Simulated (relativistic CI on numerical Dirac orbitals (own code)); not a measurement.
## How well does a small relativistic CI reproduce As VI?

Method of calculation: Dirac-Coulomb-Breit CI, separate exchange-only KLI orbitals for each configuration, QED by a radiative potential, valence Slater integrals scaled by 0.9, configuration energies shifted to the measured levels that pair with them (semi-empirical) (own radial code, finite nucleus).

CI space (outside the closed core [Ar]): 3d10, 3d9 4s, 3d9 4p, 3d9 4d, 3d9 5s, 3d9 5p, 3d9 4f, 3d8 4s2, 3d9 5d, 3d9 5f, 3d9 5g, 3d8 4s 4p, 3d8 4p2, 3d8 4s 4d, 3d8 4p 4d. Levels of other configurations are missing.

| Configuration | Term (tabulated) | J | Measured (cm⁻¹) | Computed | Error | Purity (%) |
| --- | --- | --- | --- | --- | --- | --- |
| 3d10 | 1S | 0 | 0.0 | 0 | 0 | 100 |
| 3d9 4s | 3D | 3 | 331180.0 | 331254 | 74 | 100 |
| 3d9 4s | 3D | 2 | 333230.0 | 333251 | 21 | 80 |
| 3d9 4s | 3D | 1 | 336870.0 | 336849 | -21 | 100 |
| 3d9 4s | 1D | 2 | 340230.0 | 340057 | -173 | 80 |

Measured levels from Moore, Atomic Energy Levels, vol. II, NSRDS-NBS 35 (1971 reprint of NBS Circular 467, 1952); pairs were made by configuration, J and term (by order where the table uses no LS term), so strongly mixed levels may be paired wrongly. The analysis dates from before 1960.

Mean error by configuration (cm⁻¹): 3d9 4s -25. Over the excited levels the mean absolute error is 72 cm⁻¹ (4 of the 4 excited levels that our extract of the source holds in range could be paired), and the median relative error of those above 1,000 cm⁻¹ is 0.014 %, both after the shifts were fitted to these levels, so that a configuration with one level shows no error.

Configurations whose levels could be paired with our table of measured levels were shifted onto them, all but the ground configuration, by the median error of their levels; single terms can still be off by 1,000 to 2,000 cm⁻¹ or more, and rates follow the energies as ν³ (E1, M1) or ν⁵ (E2). The others borrow a shift and can be off by several thousand cm⁻¹ or more. 4 of the 4 excited levels that our extract of the measured tables holds in this range could be paired (the sources list more); they are missed by 72 cm⁻¹ on average and 173 at most, after the shifts were fitted to these levels, and levels without a partner can miss by more.

Shifts applied (cm⁻¹): 3d10 0; 3d9 4s 486.
